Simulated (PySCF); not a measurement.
Magnetic susceptibility: `C=CCO[SiH2][SiH2]Br`, C₃H₉BrOSi₂

Cartesian coordinates in Å; atom numbers follow the order of the lines, from 1:
```xyz
16

C    -2.189    1.368    0.450
C    -2.430    0.169   -0.043
C    -1.378   -0.797   -0.494
O    -0.091   -0.284   -0.344
Si    1.272   -1.098   -0.035
Si    2.654    0.718    0.090
Br    4.691   -0.072    0.541
H    -2.982    2.023    0.762
H    -1.183    1.737    0.556
H    -3.439   -0.206   -0.154
H    -1.538   -1.043   -1.554
H    -1.482   -1.732    0.072
H     1.145   -1.897    1.193
H     1.590   -2.063   -1.099
H     2.461    1.686    1.172
H     2.891    1.500   -1.125
```

Method: GIAO OLYP/3-21G magnetisability, rotational g tensor and spin-rotation constants, non-relativistic, gas phase (PySCF). Geometry: GFN2-xTB.

The calculation is non-relativistic, which matters for the atoms heavier than Zn.

Task: How diamagnetic is it, and how anisotropic?

Result: Isotropic -1684 × 10⁻³⁰ J/T², or -101.4 × 10⁻⁶ cm³/mol; principal values -1830, -1659, -1563 × 10⁻³⁰ J/T², anisotropy 234 × 10⁻³⁰ J/T² (root of half the summed squared differences of the principal values). The susceptibility is in cgs units.

Task: Split it along the inertial axes a, b, c into diamagnetic and paramagnetic parts about the centre of mass, with the quadrupole moment.

Result: 
```tsv
axis	χ (10⁻⁶ cm³/mol)	diamagnetic (10⁻⁶ cm³/mol)	paramagnetic (10⁻⁶ cm³/mol)	summed x² of all electrons (Å²)	quadrupole Θ (D Å)
a	-107.6	-458.5	350.9	707.3	-0.34
b	-95.7	-3113.9	3018.2	81.4	+3.54
c	-100.9	-3345.9	3245.0	26.7	-3.20
```
Anisotropies 2χaa − χbb − χcc = -18.5 and 2χbb − χaa − χcc = +17.0 × 10⁻⁶ cm³/mol. Θ is traceless in Buckingham's convention.

Task: And the rotational g tensor?

Result: 
| axis | rotational constant (GHz) | g | nuclear part | electronic part |
| --- | --- | --- | --- | --- |
| a | 4.0771 | -0.0345 | 0.6377 | -0.6721 |
| b | 0.3690 | -0.0056 | 0.5177 | -0.5232 |
| c | 0.3453 | -0.0037 | 0.5227 | -0.5264 |

Asymmetric top; isotopes 79Br, 12C, 1H, 16O, 28Si; no vibrational averaging.
